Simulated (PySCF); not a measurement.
## Ne²⁺: excitation energy

Ne²⁺ [He] 2s2 2p4 (3P) → Ne²⁺ [He] 2s1 2p5, s spin flipped, as a difference of total energies. All numbers are calculated (PySCF 2.14, the non-relativistic Hamiltonian (point nucleus), in dyall-av2z (11s7p2d, 42 functions)). Correlated levels: valence: 1s2 frozen; virtual orbitals above 40 to 60 times the deepest correlated orbital energy dropped. The calculations carry no spin-orbit coupling.

```json
{"method": "UHF", "excitation energy (cm⁻¹)": "263480"}
{"method": "LDA", "excitation energy (cm⁻¹)": "202620"}
{"method": "PBE", "excitation energy (cm⁻¹)": "207930"}
{"method": "PBE0", "excitation energy (cm⁻¹)": "221470"}
{"method": "r2SCAN", "excitation energy (cm⁻¹)": "225900"}
{"method": "r2SCAN0", "excitation energy (cm⁻¹)": "233880"}
{"method": "wB97X", "excitation energy (cm⁻¹)": "218080"}
{"method": "r2SCANh", "excitation energy (cm⁻¹)": "229090"}
{"method": "wB97M-V", "excitation energy (cm⁻¹)": "223110"}
{"method": "MP2 (valence)", "excitation energy (cm⁻¹)": "246110"}
{"method": "SCS-MP2 (valence)", "excitation energy (cm⁻¹)": "243500"}
```

The upper determinant mixes two multiplicities, so it lies between the two terms.
